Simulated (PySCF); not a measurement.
## Correlation energy of Ce⁴⁶⁺ (cerium, charge +46)

[Ne] 3s2, closed-shell 1S. Calculation: PySCF 2.14, in an even-tempered Gaussian basis (18 s from 10 bohr⁻², ratio 2.5; 12 p from 13 bohr⁻², ratio 2.5; 4 d from 48 bohr⁻², ratio 2.7; 4 f from 72 bohr⁻², ratio 2.7); scalar relativity by spin-free X2C-1e. Frozen: 1s2; 10 electrons correlated; the 21 highest virtual orbitals of each spin left out.

| level | correlation energy (mhartree) |
| --- | --- |
| CCSD | -489.44 |
| (T) | -0.73 |
| CCSD(T) | -490.17 |

Diagnostics: T1 = 0.00018, D1 = 0.0006, largest double amplitude 0.050.

**Question.** Is a single reference adequate?

**Answer.** Yes, within this model without spin-orbit coupling: T1 lies below 0.03 and no double amplitude reaches 0.07.

At this charge the one-electron X2C treatment keeps the bare 1/r₁₂, with no two-electron picture change or Breit term. The effect here is smaller than on the frozen 1s shell; and a scalar Hamiltonian misses the large spin-orbit splitting of the p shells, which matters for ns² → np² pairs.
